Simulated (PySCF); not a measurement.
Dipole response of B⁻ (boron, charge -1)

[He] 2s2 2p2, high-spin 3P determinant. Computed with PySCF 2.14 in aug-cc-pwCVDZ, with no relativity, point nucleus. Coupled (time-dependent) response in atomic units; α is the mean over directions. A double-zeta set is small for polarisabilities.

```json
{"method": "UHF", "mean α (bohr³)": "86.89", "α xx, yy, zz": "39.04, 110.8, 110.8", "C₆ (like pair)": "782.4", "S(−4)": "8720"}
```

S(−4) is the Cauchy moment in α(ω) = α(0) + S(−4) ω² + …

α(iu) at UHF:

```
u (hartree)  α(iu) (bohr³)
          0          86.89
     0.0500          71.15
      0.100          51.64
      0.200          31.44
      0.300          21.06
      0.500          10.77
      0.750          5.625
       1.00          3.401
       1.50          1.616
       2.00         0.9416
       3.00         0.4395
       5.00         0.1719
```

A single London oscillator, α(iu) = α/(1 + u²/ω²), gives C₆ = (3/4) ω α². Matching the computed C₆ needs ω = 4 × 782.4 / (3 × 86.89²) = 0.138 hartree.

For an ion, C₆ is the dispersion term alone; charge-induced terms of lower order in 1/R come first.

The components differ because the open shell of this determinant is not spherical; for a pure term their mean is the scalar polarisability.
